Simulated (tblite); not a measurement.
Species: C4H8GeO2S.
Atom-mapped SMILES: `[CH2:1]1[CH2:2][C@@H:3]2[O:4][C@H:5]1[O:6][GeH2:7][S:8]2` (hydrogens: H9, H10 on C1; H11, H12 on C2; H13 on C3; H14 on C5; H15, H16 on Ge7)

Computed with GFN2-xTB (tblite), gas phase: L-BFGS steps from a force-field or distance-geometry start until the largest atomic force falls under 0.01 eV/Å.

Step 13: E = -707.8924 eV
```
atom  x, y, z in Å  |  force x, y, z in eV/Å
C1     -0.8152    0.8355   -0.3056    0.040   0.038   0.128
C2     -1.4482   -0.5532   -0.3974    0.097  -0.019   0.034
C3     -0.5676   -1.3207    0.5814    0.291  -0.023  -0.139
O4     -0.4215   -0.4547    1.6493    0.056  -0.040  -0.027
C5     -0.1879    0.8340    1.1130    0.026   0.089   0.079
O6      1.1713    1.1056    1.1175    0.013   0.049  -0.101
Ge7     2.2216    0.0895    0.1072   -0.120  -0.184  -0.030
S8      1.0852   -1.8088   -0.1814    0.067   0.193  -0.027
H9      0.0150    0.9346   -1.0143   -0.158  -0.036  -0.060
H10    -1.4950    1.6672   -0.4875   -0.068  -0.141   0.209
H11    -2.4517   -0.5681    0.0337   -0.055   0.125  -0.159
H12    -1.4664   -0.9522   -1.4093    0.053  -0.058   0.084
H13    -0.9325   -2.2874    0.9281   -0.191   0.142   0.032
H14    -0.6211    1.5616    1.8065   -0.211  -0.011  -0.009
H15     2.4006    0.9156   -1.1544    0.086  -0.076  -0.152
H16     3.5057    0.0103    0.8693    0.074  -0.048   0.138
```

Step 14: E = -707.9074 eV
```
atom  x, y, z in Å  |  force x, y, z in eV/Å
C1     -0.8232    0.8354   -0.2997   -0.020   0.091   0.035
C2     -1.4464   -0.5592   -0.3976    0.108   0.082   0.001
C3     -0.5599   -1.3195    0.5841    0.204  -0.017  -0.240
O4     -0.4189   -0.4467    1.6493    0.079  -0.231  -0.024
C5     -0.1854    0.8364    1.1111    0.046   0.136   0.046
O6      1.1741    1.1097    1.1045    0.013   0.021  -0.121
Ge7     2.2262    0.0836    0.1060   -0.028  -0.132   0.039
S8      1.0958   -1.8103   -0.1844   -0.073   0.165   0.037
H9     -0.0048    0.9607   -1.0176   -0.131  -0.087  -0.051
H10    -1.5194    1.6551   -0.4688   -0.081  -0.093   0.207
H11    -2.4543   -0.5770    0.0313    0.049   0.101  -0.184
H12    -1.4646   -0.9444   -1.4181    0.077  -0.077   0.204
H13    -0.9395   -2.2836    0.9219   -0.100   0.132   0.094
H14    -0.6099    1.5665    1.8051   -0.240   0.017   0.023
H15     2.4208    0.8916   -1.1643    0.081  -0.061  -0.139
H16     3.5018    0.0107    0.8933    0.017  -0.045   0.074
```

**Question.** Estimate the geometry and energy of step 15. (The exact step hangs on the optimiser's Hessian estimate; all steps are aligned on step 14, rigid shifts and turns removed.)

**Answer.** E = -707.9228 eV, largest force 0.330 eV/Å
```
atom  x, y, z in Å  |  force x, y, z in eV/Å
C1     -0.8308    0.8362   -0.2926   -0.075   0.119  -0.055
C2     -1.4424   -0.5638   -0.3974    0.088   0.163  -0.033
C3     -0.5492   -1.3192    0.5833    0.037   0.006  -0.241
O4     -0.4138   -0.4423    1.6486    0.124  -0.304  -0.030
C5     -0.1817    0.8400    1.1100    0.038   0.111   0.009
O6      1.1772    1.1155    1.0895   -0.002   0.005  -0.108
Ge7     2.2306    0.0764    0.1057    0.096  -0.014   0.079
S8      1.1050   -1.8081   -0.1872   -0.185   0.054   0.062
H9     -0.0272    0.9853   -1.0220   -0.096  -0.109  -0.036
H10    -1.5458    1.6405   -0.4452   -0.098  -0.017   0.189
H11    -2.4561   -0.5835    0.0248    0.149   0.065  -0.174
H12    -1.4608   -0.9381   -1.4233    0.105  -0.095   0.253
H13    -0.9498   -2.2771    0.9169    0.020   0.114   0.122
H14    -0.6037    1.5716    1.8036   -0.224   0.013   0.047
H15     2.4426    0.8659   -1.1775    0.072  -0.068  -0.084
H16     3.4981    0.0096    0.9189   -0.048  -0.043   0.001
```

The energy changes by -0.0154 eV. The first-order estimate −F·Δx gives -0.0209 eV and the mean of the old and new forces, exact on a quadratic surface, -0.0153 eV. The step makes an angle of 69° with the force vector and moves no atom by more than 0.038 Å.

What follows is the cost of the whole relaxation. Hardware: Arm Neoverse V1, one thread, no GPU, shared host with 32 logical CPUs at a one-minute load of 13. Cost: 0.57 s.
